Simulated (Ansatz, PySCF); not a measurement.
Process, species as SMILES: O=Cc1cscn1 [1,3-thiazole-4-carbaldehyde] + 5 C (CH4) + N (NH3) + S (H2S) -> C=C (C2H4) [ethene] + C=N (CH3N) + C=O (CH2O) [formaldehyde] + CC (C2H6) + CN (CH5N) [methanamine] + 2 CS (CH4S) [methanethiol]
Each molecule is optimised on its own at B3LYP-D3(BJ)/def2-TZVP (Ansatz, a quantum-chemistry and plane-wave program), one conformer each, not searched for the lowest. Unstable Hartree-Fock reference: O=Cc1cscn1.
Geometry of the first species:
```
C
C 1 1.3706
N 1 1.3750 2 115.22
C 3 1.2936 1 110.89 2 0.00
H 2 1.0770 1 127.19 3 -180.00
H 4 1.0802 3 124.44 1 -180.00
C 1 1.4725 2 125.19 5 0.00
O 7 1.2083 1 124.08 2 0.00
H 7 1.1058 8 122.04 1 -180.00
S 2 1.7045 5 122.87 1 180.00
```

Property: bond separation energy (0 K, with B3LYP-D3(BJ) harmonic zero-point energies from PySCF), in kcal/mol. Correlated levels leave the core frozen unless marked. No spin-orbit coupling. No relativistic terms. CBS marks a two-point X^-3 extrapolation of the correlation energy; Hartree-Fock from the larger set. The bracket is a focal-point correction in the basis named.

RI-MP2/CBS(cc-pV(T+d)Z,cc-pV(Q+d)Z)+[CCSD(T)-MP2]/cc-pV(T+d)Z (Ansatz) gives 69.8 kcal/mol.

### Question
Another calculation gave 78.9 kcal/mol. Which level was it?
A) BLYP/def2-TZVPD (Ansatz)
B) SVWN5/def2-TZVPD (Ansatz)
C) r2SCAN/def2-TZVPD (Ansatz)
D) PBE-QIDH/def2-TZVPD (Ansatz)

### Answer
C, r2SCAN/def2-TZVPD (Ansatz). The others give 74.4 (PBE-QIDH), 71.4 (BLYP), 81.4 (SVWN5) kcal/mol.
